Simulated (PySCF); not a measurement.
`C1=CC=C[PH]1=[Se]`, C4H5PSe

Geometry:
```tsv
atom	x (Å)	y (Å)	z (Å)
Se1	-2.123	1.922	-1.267
P2	-1.027	0.858	0.160
C3	-0.866	-0.942	0.001
C4	0.440	-1.267	-0.007
C5	1.365	-0.129	0.129
C6	0.773	1.074	0.243
H7	-1.433	1.025	1.519
H8	-1.709	-1.625	-0.108
H9	0.809	-2.290	-0.119
H10	2.449	-0.273	0.121
H11	1.270	2.040	0.330
```

Computed with PySCF 2.14.0, GIAO CAM-B3LYP/pcSseg-1 magnetisability, rotational g tensor and spin-rotation constants, non-relativistic, gas phase. Geometry: PBE0-D3(BJ)/def2-SVP.

The calculation is non-relativistic, which matters for the atoms heavier than Zn.

(1) What are the magnetisability and the molar susceptibility?

(2) Split it along the inertial axes a, b, c into diamagnetic and paramagnetic parts about the centre of mass, with the quadrupole moment.

(3) And the rotational g tensor?

Answers

(1) Isotropic -1304 × 10⁻³⁰ J/T², or -78.6 × 10⁻⁶ cm³/mol; principal values -1627, -1156, -1131 × 10⁻³⁰ J/T², anisotropy 485 × 10⁻³⁰ J/T² (root of half the summed squared differences of the principal values). The susceptibility is in cgs units.

(2) 
```
axis  χ (10⁻⁶ cm³/mol)  diamagnetic (10⁻⁶ cm³/mol)  paramagnetic (10⁻⁶ cm³/mol)  summed x² of all electrons (Å²)  quadrupole Θ (D Å)
   a             -76.2                      -332.0                        255.8                            237.0               +2.45
   b             -68.1                     -1115.1                       1047.0                             52.5               +2.03
   c             -91.3                     -1228.3                       1137.0                             25.8               -4.48
```
Anisotropies 2χaa − χbb − χcc = +6.9 and 2χbb − χaa − χcc = +31.4 × 10⁻⁶ cm³/mol. Θ is traceless in Buckingham's convention.

(3) 
| axis | rotational constant (GHz) | g | nuclear part | electronic part |
| --- | --- | --- | --- | --- |
| a | 5.5027 | -0.0514 | 0.6099 | -0.6613 |
| b | 1.0613 | -0.0139 | 0.5082 | -0.5220 |
| c | 0.9688 | -0.0003 | 0.5172 | -0.5175 |

Asymmetric top; isotopes 12C, 1H, 31P, 80Se; no vibrational averaging.
